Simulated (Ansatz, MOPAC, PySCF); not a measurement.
Noncovalent pair: H2O (SMILES O) (first 3 atoms) with CHN (SMILES C#N); geometry from B3LYP-D3(BJ)/def2-TZVP, rigid monomers moved along the line of their centres of mass till H3···N5 is 2.96 Å.
(charge 0, multiplicity 1):
```xyz
6

O     -0.14302     0.06523    -0.65726
H      0.79134    -0.06066    -0.84780
H     -0.20066     0.07223     0.30791
C     -0.30695     0.08202     4.39916
N     -0.16679     0.06441     3.26355
H     -0.43867     0.09856     5.45803
```

Monomers are frozen at their geometry in the pair; levels with a basis set take the counterpoise correction. Rows marked so take none.

Frozen-core correlation. CBS: X⁻³ extrapolation of the correlation energy, Hartree–Fock from the larger set. Rows in 6-31G* carry no dispersion term and start afresh at each structure (6-31G* with six Cartesian d functions). MP2/6-31G* freezes PySCF's default core. The state that PM3 reach isn't checked.

Codes used: Ansatz (a quantum-chemistry and plane-wave program); MOPAC for PM3 (differences of heats of formation); PySCF for 6-31G* rows, the dispersion terms. Each number belongs to the level named beside it.

```
level                                                     interaction energy (kJ/mol)
--------------------------------------------------------  ---------------------------
PM3                                                                              -4.8
r2SCAN-D3(BJ)/def2-TZVPPD                                                        -9.2
B3LYP/6-31G*                                                                     -8.7
B3LYP/6-31G* (no counterpoise)                                                    [?]
wB97M-V/def2-TZVPPD                                                              -9.3
MP2/6-31G*                                                                        [?]
SCS-MP2/aug-cc-pVTZ                                                              -9.3
CCSD(T)/aug-cc-pVDZ                                                              -9.4
MP2/CBS(aug-cc-pVDZ, aug-cc-pVTZ) + ΔCCSD(T)/aug-cc-pVDZ                         -9.5
```

What belongs in the gaps?


- B3LYP/6-31G* (no counterpoise), interaction energy (kJ/mol): -10.5
- MP2/6-31G*, interaction energy (kJ/mol): -10.0
